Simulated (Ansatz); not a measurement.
```yaml
crystal:
  periodic: [false, false, false]
  atoms:
    - {symbol: O, position_ang: [0.378075, -1.432092, 0.430968]}
    - {symbol: W, position_ang: [0.082727, 0.335796, -0.102623]}
    - {symbol: F, position_ang: [1.919990, 0.491729, -0.212678]}
    - {symbol: F, position_ang: [-1.567212, -0.282487, -0.718076]}
    - {symbol: F, position_ang: [-0.001071, 1.467103, -1.570736]}
    - {symbol: S, position_ang: [-0.442592, 1.448964, 1.600312]}
    - {symbol: H, position_ang: [-0.308717, -2.097013, 0.527034]}
basis:
  gaussian: {orbitals: def2-TZVP}
hamiltonian: {xc: {name: M06-2X}, dispersion: d3bjatm}
output: {forces: true}
```

```sh
$ ansatz run in.yaml --threads 4 --pin off --events-out ev --progress --plain --max-ram 10444MiB
```

Q: How does Ansatz answer? (An estimate is asked.)

A: Ansatz gave: The program refused the input.
```
Error: YAML parse error: error: line 13 column 19: hamiltonian.xc: no functional is named "M06-2X"; the names, which are not case-sensitive, are SVWN5, SPW92, PBE, PBE0, PBEsol, revPBE, revPBE0, RPBE, rPW86-PBE, HSE06, wPBEh, LC-wPBE, HISS, HF, BLYP, B3LYP, B3LYP5, BHLYP, CAM-B3LYP, r2SCAN, r2SCANh, r2SCAN0, r2SCAN50, m-r2SCAN, B97, wB97, wB97X, wB97X-V, B97M-V, wB97M-V, B2PLYP, B2GP-PLYP, PBE0-DH, PBE-QIDH
11 | basis:
12 |   gaussian: {orbitals: def2-TZVP}
13 | hamiltonian: {xc: {name: M06-2X}, dispersion: d3bjatm}
14 | output: {forces: true}
```

HSE06 is defined as in plane-wave codes.
